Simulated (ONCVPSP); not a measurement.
**Pseudopotential generation for vanadium (V): ONCV, PBE, scalar-relativistic.**

The input file (ONCVPSP 4.0.1):

```
# ATOM AND REFERENCE CONFIGURATION
# atsym  z   nc   nv     iexc    psfile
  V 23.00    3    4        4      upf
#
#   n    l    f
    1    0    2.00
    2    0    2.00
    2    1    6.00
    3    0    2.00
    3    1    6.00
    3    2    3.00
    4    0    2.00
#
# PSEUDOPOTENTIAL AND OPTIMIZATION
# lmax
    2
#
#   l,   rc,      ep,       ncon, nbas, qcut
    0    1.50    0.00    4    9    6.80
    1    1.10    0.00    3    6    8.90
    2    2.05    0.00    4    9    8.50
#
# LOCAL POTENTIAL
# lloc, lpopt,  rc(5),   dvloc0
    4    5    1.10    0.00
#
# VANDERBILT-KLEINMAN-BYLANDER PROJECTORs
# l, nproj, debl
    0    2    2.20
    1    2    2.30
    2    3    3.80
#
# MODEL CORE CHARGE
# icmod, fcfact, rcfact
    0    0.00    0.00
#
# LOG DERIVATIVE ANALYSIS
# epsh1, epsh2, depsh
   -4.00    5.00    0.02
#
# OUTPUT GRID
# rlmax, drl
    6.00    0.01
#
# TEST CONFIGURATIONS
# ncnf
    4
# nvcnf
#   n    l    f
    4
    3    0    2.00
    3    1    6.00
    3    2    3.00
    4    0    1.00
#
    4
    3    0    2.00
    3    1    6.00
    3    2    3.00
    4    0    0.00
#
    4
    3    0    2.00
    3    1    6.00
    3    2    2.00
    4    0    0.00
#
    4
    3    0    2.00
    3    1    6.00
    3    2    1.00
    4    0    0.00
#
```

Command:

```bash
oncvpsp.x < V.dat > V.out
```

Output (shortened: citation, most of the input echo, consistency checks and plot data are left out):

```
ONCVPSP  (Optimized Norm-Conservinng Vanderbilt PSeudopotential)
scalar-relativistic version 4.0.1

#   n    l    f        energy (Ha)
    1    0    2.00    -1.9714807E+02
    2    0    2.00    -2.2146619E+01
    2    1    6.00    -1.8490726E+01
    3    0    2.00    -2.5811052E+00
    3    1    6.00    -1.6184864E+00
    3    2    3.00    -1.8979533E-01
    4    0    2.00    -1.7280409E-01

Reference configufation results
  iterations    26
  all-electron total energy (Ha)   -9.49005210D+02

Begin loop to  construct optimized pseudo wave functions
and semi-local pseudopoentials for all angular momenta

Calculating optimized projector #   1

 for l=   0

    Fraction of norm inside rc  0.926551
    Optimizing pswf for qcut=   6.80 a_B^-1,  ecut=  23.09 Ha
    Residual kinetic energy error=  5.30D-05 Ha

    Energy error per electron        Cutoff
         Ha          eV             Ha
         0.01000     0.27211        7.33
         0.00100     0.02721       17.16
         0.00010     0.00272       21.87
         0.00001     0.00027       89.20

Calculating optimized projector #   2

 for l=   0

    Fraction of norm inside rc  0.038966
    Optimizing pswf for qcut=   6.80 a_B^-1,  ecut=  23.09 Ha
    Residual kinetic energy error=  2.79D-05 Ha

    Energy error per electron        Cutoff
         Ha          eV             Ha
         0.01000     0.27211        4.90
         0.00100     0.02721       14.22
         0.00010     0.00272       20.31
         0.00001     0.00027       33.86

   Wellstate for l =  1  n =  4
     eigenvalue =   0.6815
     asymptotic potential =   1.1815
     half-point radius =  2.4559

Calculating optimized projector #   1

 for l=   1

    Fraction of norm inside rc  0.636739
    Optimizing pswf for qcut=   8.89 a_B^-1,  ecut=  39.56 Ha
    Residual kinetic energy error=  3.75D-05 Ha

    Energy error per electron        Cutoff
         Ha          eV             Ha
         0.01000     0.27211       16.96
         0.00100     0.02721       21.53
         0.00010     0.00272       27.56
         0.00001     0.00027       92.78

Calculating optimized projector #   2

 for l=   1

    Fraction of norm inside rc  0.092973
    Optimizing pswf for qcut=   8.89 a_B^-1,  ecut=  39.56 Ha
    Residual kinetic energy error=  2.15D-05 Ha

    Energy error per electron        Cutoff
         Ha          eV             Ha
         0.01000     0.27211       15.37
         0.00100     0.02721       20.46
         0.00010     0.00272       25.64
         0.00001     0.00027       45.08

   Wellstate for l =  2  n =  6
     eigenvalue =   3.6102
     asymptotic potential =   4.1102
     half-point radius =  3.7176

   Wellstate for l =  2  n =  7
     eigenvalue =   7.4102
     asymptotic potential =   7.9102
     half-point radius =  3.2764

Calculating optimized projector #   1

 for l=   2

    Fraction of norm inside rc  0.809874
    Optimizing pswf for qcut=   8.51 a_B^-1,  ecut=  36.20 Ha
    Residual kinetic energy error=  1.48D-07 Ha

    Energy error per electron        Cutoff
         Ha          eV             Ha
         0.01000     0.27211       20.83
         0.00100     0.02721       25.31
         0.00010     0.00272       28.78
         0.00001     0.00027       31.75

Calculating optimized projector #   2

 for l=   2

    Fraction of norm inside rc  0.180018
    Optimizing pswf for qcut=   8.51 a_B^-1,  ecut=  36.20 Ha
    Residual kinetic energy error=  9.98D-06 Ha

    Energy error per electron        Cutoff
         Ha          eV             Ha
         0.01000     0.27211       25.12
         0.00100     0.02721       29.47
         0.00010     0.00272       33.12
         0.00001     0.00027       36.19

Calculating optimized projector #   3

 for l=   2

    Fraction of norm inside rc  0.160135
    Optimizing pswf for qcut=   8.51 a_B^-1,  ecut=  36.20 Ha
    Residual kinetic energy error=  4.17D-04 Ha

    Energy error per electron        Cutoff
         Ha          eV             Ha
         0.01000     0.27211       30.57
         0.00100     0.02721       34.74
         0.00010     0.00272       59.05
         0.00001     0.00027      112.86

Construct Vanderbilt / Kleinmman-Bylander projectors

B matrix Hermiticity error, ll=   0
   1   2    1.7034E-04

  Orthonormal projector coefficients  8.6345E+00  1.5745E+00

B matrix Hermiticity error, ll=   1
   1   2    2.7926E-04

  Orthonormal projector coefficients  4.1184E+00  6.8717E-01

B matrix Hermiticity error, ll=   2
   1   2    1.2867E-04
   1   3   -2.4227E-04
   2   3    1.8502E-04

  Orthonormal projector coefficients -4.1915E+00 -2.6449E+00 -6.2306E-01

Pseudoatom total energy  -70.794776

Diagnostic tests using Vanderbilt-Kleinman-Bylander pseudopotentials
  1 or more projectors used as specified by nproj input data

   l    rcore       rmatch      e in        delta e   norm test  slope test

   0   1.5041123   1.5497804  -2.5811052   0.0000012   1.0001286   1.0001234
   0   1.5041123   1.5497804  -0.1728041   0.0000033   1.0000362   1.0000304

   1   1.1020093   1.1354687  -1.6184864   0.0000085   1.0001212   1.0001865
   1   1.1020093   1.1354687   0.6815136   0.0000264   1.0003211   1.0003211

   2   2.0529352   2.1152668  -0.1897953  -0.0000007   1.0000177   1.0000221
   2   2.0529352   2.1152668   3.6102047   0.0000028   1.0001298   1.0001298
   2   2.0529352   2.1152668   7.4102047   0.0001921   1.0001923   1.0001923

 Testing for bound ghosts
   n   l    E NL Schr. Eq   E Basis Diag.   E Cutoff

   1   0       -2.581104       -2.581102    154.79
   2   0       -0.172801       -0.057464    154.79

   2   1       -1.618478       -1.616523    126.91

   3   2       -0.189796       -0.188846    131.57

 Testing for highly-localized positive-energy ghosts
       l    <radius>/rc     E Basis Diag.   E Cutoff

Test configuration 0

   n   l     f        eae           eps        diff
   1   0  2.0000 -197.14807409
   2   0  2.0000  -22.14661950
   2   1  6.0000  -18.49072643
   3   0  2.0000   -2.58110520   -2.58110403    1.17D-06
   3   1  6.0000   -1.61848644   -1.61847799    8.46D-06
   3   2  3.0000   -0.18979533   -0.18979605   -7.14D-07
   4   0  2.0000   -0.17280409   -0.17280082    3.26D-06

    Total energies and differences
      AE_ref= -9.49005210D+02  AE_tst= -9.49005210D+02  dif=  0.00D+00
      PS_ref= -7.07947759D+01  PS_tst= -7.07947759D+01  dif= -4.26D-13
      PSP excitation error=  4.26D-13

Test configuration 1

   n   l     f        eae           eps        diff
   1   0  2.0000 -197.43076835
   2   0  2.0000  -22.42319692
   2   1  6.0000  -18.76782757
   3   0  2.0000   -2.86038284   -2.86139209   -1.01D-03
   3   1  6.0000   -1.89813177   -1.89882616   -6.94D-04
   3   2  3.0000   -0.46424935   -0.46493566   -6.86D-04
   4   0  1.0000   -0.40059060   -0.40051374    7.69D-05

    Total energies and differences
      AE_ref= -9.49005210D+02  AE_tst= -9.48720952D+02  dif=  2.84D-01
      PS_ref= -7.07947759D+01  PS_tst= -7.05105359D+01  dif=  2.84D-01
      PSP excitation error=  1.71D-05

Test configuration 2

   n   l     f        eae           eps        diff
   1   0  2.0000 -197.76674271
   2   0  2.0000  -22.75059963
   2   1  6.0000  -19.09595418
   3   0  2.0000   -3.18898994   -3.19174688   -2.76D-03
   3   1  6.0000   -2.22640120   -2.22839119   -1.99D-03
   3   2  3.0000   -0.78337509   -0.78515861   -1.78D-03

    Total energies and differences
      AE_ref= -9.49005210D+02  AE_tst= -9.48195594D+02  dif=  8.10D-01
      PS_ref= -7.07947759D+01  PS_tst= -6.99852185D+01  dif=  8.10D-01
      PSP excitation error=  5.84D-05

Test configuration 3

   n   l     f        eae           eps        diff
   1   0  2.0000 -198.41992404
   2   0  2.0000  -23.43183050
   2   1  6.0000  -19.77479297
   3   0  2.0000   -3.81433292   -3.80973179    4.60D-03
   3   1  6.0000   -2.84044788   -2.83550586    4.94D-03
   3   2  2.0000   -1.35808365   -1.34783597    1.02D-02

    Total energies and differences
      AE_ref= -9.49005210D+02  AE_tst= -9.47133633D+02  dif=  1.87D+00
      PS_ref= -7.07947759D+01  PS_tst= -6.89261311D+01  dif=  1.87D+00
      PSP excitation error=  2.93D-03

Test configuration 4

psatom: WARNING lschvkbb convergence error n,l,iter=   3   2   4
ea(ii),et,emin,emax -2.084480E-01 -2.292928E-01 -2.292928E-01 -2.292928E-01
run_config: WARNING for fully non-local PS atom, stg. 1
 WARNING no output for configuration 5
```

The run took about 4.2 s on one core of a shared server CPU.
